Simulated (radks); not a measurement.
Results of a calculation; reference values are marked as such.
Task: The germanium ion Ge7+ is in [Ar] 3d7. Code: a radial shooting solver on a logarithmic mesh with Libxc functionals. Model: scalar-relativistic Kohn-Sham, PBE, spin-polarised, spherical densities, finite nucleus; Fermi nuclear charge, rms radius of each element as measured or else 0.836 A^(1/3) + 0.57 fm. Open shells are filled with parallel spins first. One electron is removed from 3d, 3s, 3p, 2p in turn, with full relaxation. Which removal costs least, and what does each cost?

Result: 3d 176.18 eV; 3p 264.47 eV; 3s 318.36 eV; 2p 1387.4 eV. The 3d electron leaves first.
